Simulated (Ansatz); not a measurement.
C2H5ClOSi, SMILES `C=C[SiH](O)Cl` at its PBE0-D4/def2-TZVP geometry, where that method's forces vanish. Total charge 0; spin multiplicity 1.

```xyz
10

C    -0.7958    0.9206    1.1402
C     0.3541    0.7714    0.4877
Si    0.7059   -0.7091   -0.5614
O    -0.6333   -1.6131   -0.8128
Cl    1.4661   -0.0212   -2.3511
H    -1.0021    1.7895    1.7587
H    -1.5821    0.1728    1.0862
H     1.1129    1.5465    0.5776
H     1.7091   -1.6214    0.0214
H    -1.3350   -1.2360   -1.3465
```

Q: What forces (eV/Å) does B3LYP-D4/def2-TZVPP give on these atoms in the Gaussian-basis code of Ansatz? (Estimate.)

A: Ansatz gave: 
```
C1  -0.134  0.044  0.097
C2   0.087  0.046  0.002
Si3  0.184 -0.089  0.196
O4  -0.106 -0.050 -0.026
Cl5  0.087  0.073 -0.200
H6   0.001 -0.065 -0.042
H7   0.050  0.071  0.015
H8  -0.048 -0.049 -0.005
H9  -0.067  0.055 -0.026
H10 -0.054 -0.035 -0.011
```

B3LYP here is the variant with VWN-RPA as its local correlation; programs differ in this.
